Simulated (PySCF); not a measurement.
Compound: C₅H₁₂O₂Si.
Atom-mapped SMILES: `[CH3:1][CH:2]([CH3:3])[CH2:4][C:5](=[O:6])[O:7][SiH3:8]` (hydrogens: H9, H10, H11 on C1; H12 on C2; H13, H14, H15 on C3; H16, H17 on C4; H18, H19, H20 on Si8)

The same species was optimised twice, with GFN2-xTB and with PBE0-D3(BJ)/def2-SVP (PySCF), and the same property calculations (PySCF, gas phase) were run on both structures.

```json
{"coordinate": "O7–Si8 (Å)", "GFN2-xTB": "1.663", "PBE0-D3(BJ)/def2-SVP": "1.721", "change": "+0.058"}
{"coordinate": "C5–O7 (Å)", "GFN2-xTB": "1.329", "PBE0-D3(BJ)/def2-SVP": "1.338", "change": "+0.009"}
{"coordinate": "C2–C4 (Å)", "GFN2-xTB": "1.531", "PBE0-D3(BJ)/def2-SVP": "1.525", "change": "-0.006"}
{"coordinate": "C5=O6 (Å)", "GFN2-xTB": "1.202", "PBE0-D3(BJ)/def2-SVP": "1.208", "change": "+0.006"}
{"coordinate": "C4–C5 (Å)", "GFN2-xTB": "1.507", "PBE0-D3(BJ)/def2-SVP": "1.502", "change": "-0.005"}
{"coordinate": "C1–C2 (Å)", "GFN2-xTB": "1.526", "PBE0-D3(BJ)/def2-SVP": "1.524", "change": "-0.002"}
{"coordinate": "C2–C3 (Å)", "GFN2-xTB": "1.526", "PBE0-D3(BJ)/def2-SVP": "1.525", "change": "-0.001"}
{"coordinate": "C5–O7–Si8 (°)", "GFN2-xTB": "122.5", "PBE0-D3(BJ)/def2-SVP": "116.1", "change": "-6.4"}
{"coordinate": "C2–C4–C5 (°)", "GFN2-xTB": "113.0", "PBE0-D3(BJ)/def2-SVP": "114.4", "change": "+1.4"}
{"coordinate": "C3–C2–C4 (°)", "GFN2-xTB": "110.4", "PBE0-D3(BJ)/def2-SVP": "111.3", "change": "+0.9"}
{"coordinate": "C1–C2–C3 (°)", "GFN2-xTB": "110.6", "PBE0-D3(BJ)/def2-SVP": "111.4", "change": "+0.8"}
{"coordinate": "C4–C5–O7 (°)", "GFN2-xTB": "112.4", "PBE0-D3(BJ)/def2-SVP": "113.2", "change": "+0.8"}
{"coordinate": "O6–C5–O7 (°)", "GFN2-xTB": "121.9", "PBE0-D3(BJ)/def2-SVP": "121.3", "change": "-0.6"}
{"coordinate": "C1–C2–C4 (°)", "GFN2-xTB": "110.2", "PBE0-D3(BJ)/def2-SVP": "110.5", "change": "+0.3"}
{"coordinate": "C4–C5–O6 (°)", "GFN2-xTB": "125.7", "PBE0-D3(BJ)/def2-SVP": "125.5", "change": "-0.2"}
{"coordinate": "C1–C2–C4–C5 (°)", "GFN2-xTB": "168", "PBE0-D3(BJ)/def2-SVP": "168", "change": "0"}
{"coordinate": "C2–C4–C5–O6 (°)", "GFN2-xTB": "-19", "PBE0-D3(BJ)/def2-SVP": "-15", "change": "+4"}
{"coordinate": "C4–C5–O7–Si8 (°)", "GFN2-xTB": "178", "PBE0-D3(BJ)/def2-SVP": "178", "change": "0"}
```

Rotational constants: A = 4648, B = 733.5, C = 699.2 MHz (GFN2-xTB) against A = 4693, B = 732.9, C = 691.3 MHz (PBE0-D3(BJ)/def2-SVP). Point groups within 0.08 Å: C1 and C1.

On the GFN2-xTB structure: HOMO (eV) -8.15 [PBE0/pcSseg-1]; LUMO (eV) 0.08 [PBE0/pcSseg-1]; dipole (D) 1.51 [PBE0/pcSseg-1]; GIAO shielding of C1/C3 (mean) (ppm) 163.0 [PBE0/pcSseg-1]; GIAO shielding of C2 (ppm) 158.7 [PBE0/pcSseg-1]; GIAO shielding of C4 (ppm) 139.6 [PBE0/pcSseg-1]; GIAO shielding of C5 (ppm) 6.6 [PBE0/pcSseg-1]; GIAO shielding of O6 (ppm) -111.4 [PBE0/pcSseg-1]; GIAO shielding of O7 (ppm) 146.9 [PBE0/pcSseg-1]; GIAO shielding of Si8 (ppm) 390.6 [PBE0/pcSseg-1].

Problem. What do these properties become on the PBE0-D3(BJ)/def2-SVP structure?

Solution. 
```tsv
property	level	on GFN2-xTB	on PBE0-D3(BJ)/def2-SVP	change
HOMO (eV)	PBE0/pcSseg-1	-8.15	-8.23	-0.08
LUMO (eV)	PBE0/pcSseg-1	0.08	0.00	-0.08
dipole (D)	PBE0/pcSseg-1	1.51	1.38	-0.13
energy, GFN2-xTB geometry as zero (kcal/mol)	PBE0/pcSseg-1	0.0	-2.7	-2.7
GIAO shielding of C1/C3 (mean) (ppm)	PBE0/pcSseg-1	163.0	161.1	-1.9
GIAO shielding of C2 (ppm)	PBE0/pcSseg-1	158.7	158.9	+0.2
GIAO shielding of C4 (ppm)	PBE0/pcSseg-1	139.6	140.3	+0.7
GIAO shielding of C5 (ppm)	PBE0/pcSseg-1	6.6	3.2	-3.4
GIAO shielding of O6 (ppm)	PBE0/pcSseg-1	-111.4	-117.3	-5.9
GIAO shielding of O7 (ppm)	PBE0/pcSseg-1	146.9	133.0	-13.9
GIAO shielding of Si8 (ppm)	PBE0/pcSseg-1	390.6	386.5	-4.1
```

The heavy atoms differ by 0.071 Å rms after alignment. Among bonds between heavy atoms O7–Si8 changes most (+0.058 Å). Changes are differences of the printed values. Neither structure is proved a minimum here.

The values belong to the conformer `[CH3:1][CH:2]([CH3:3])[CH2:4][C:5](=[O:6])[O:7][SiH3:8]`: C1–C2–C4–C5 168°, C2–C4–C5–O6 -15°, C4–C5–O7–Si8 178°.
